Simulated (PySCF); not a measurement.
# Which functional comes closest?

Molecule: SMILES SCc1ccccc1, C₇H₈S.

Mapped SMILES: `[SH:1][CH2:2][c:3]1[cH:4][cH:5][cH:6][cH:7][cH:8]1`. Hydrogens are named by the atom that carries them.

Geometry PBE0-D3(BJ)/def2-SVP throughout; GIAO in PySCF, gas phase, one conformer, non-relativistic; equivalent atoms averaged; basis pcSseg-1.

Reference values (estimated from measurements, as parent shift plus tabulated substituent increments; solution, not stated per compound (mostly CDCl3 or CCl4); Pretsch, Buehlmann, Badertscher, Structure Determination of Organic Compounds, 4th ed. (2009)): δ(C4/C8) = 127.9 ppm, δ(C5/C7) = 128.5 ppm, δ(C6) = 126.9 ppm. Computed shifts are taken against TMS, calculated as an isolated molecule at each level.

How do the functionals LDA, PBE, BLYP, KT2, B97-D, B3LYP, PBE0, wB97X-D, LC-wPBE perform against the reference? Times are CPU seconds on shared hosts with different chips, so compare them loosely.

Answers


```csv
functional,kind,C4/C8,C5/C7,C6,mean abs. error C,core-s
LDA,LDA,137.2,137.2,135.8,9.0,42
PBE,GGA,131.7,131.6,130.4,3.5,51
BLYP,GGA,132.2,132.2,131.0,4.0,52
KT2,GGA,123.3,123.4,122.3,4.8,54
B97-D,GGA,127.5,127.4,126.3,0.7,27
B3LYP,global hybrid,134.6,134.4,133.2,6.3,21
PBE0,global hybrid,134.2,134.0,132.8,5.9,27
wB97X-D,range-separated hybrid,135.4,135.2,134.0,7.1,48
LC-wPBE,range-separated hybrid,139.9,139.6,138.4,11.5,65
```

For ¹³C the closest is B97-D (0.7 ppm) and the furthest LC-wPBE (11.5 ppm). One molecule is a small sample, and vibrational and solvent effects are absent from the calculation.
